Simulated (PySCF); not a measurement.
## Ionisation energy of Lu²⁺ by level of theory

Lu²⁺ [Xe] 4f14 6s1 (2S) → Lu³⁺ [Xe] 4f14 (1S), as a difference of total energies. All numbers are calculated (PySCF 2.14, the spin-free X2C one-electron Hamiltonian (Gaussian nucleus), in ANO-RCC-VTZP). Correlated levels: valence: [Kr] 4d10 frozen; valence and next inner shell: [Ar] 3d10 frozen. The calculations carry no spin-orbit coupling.

```csv
method,ionisation energy (eV),error (eV)
UHF,19.937,-1.022
LDA,21.486,+0.527
PBE,21.247,+0.288
PBE0,20.977,+0.018
r2SCAN,20.851,-0.108
PW91,21.303,+0.344
B3LYP,21.301,+0.342
MP2 (valence),20.901,-0.058
SCS-MP2 (valence),20.723,-0.236
MP2 (valence and next inner shell),20.941,-0.018
SCS-MP2 (valence and next inner shell),20.756,-0.203
```

Reference: 20.959 eV (measured; NIST Atomic Spectra Database, ionization energies).

Errors of the correlated levels include the incompleteness of this basis and the frozen core.
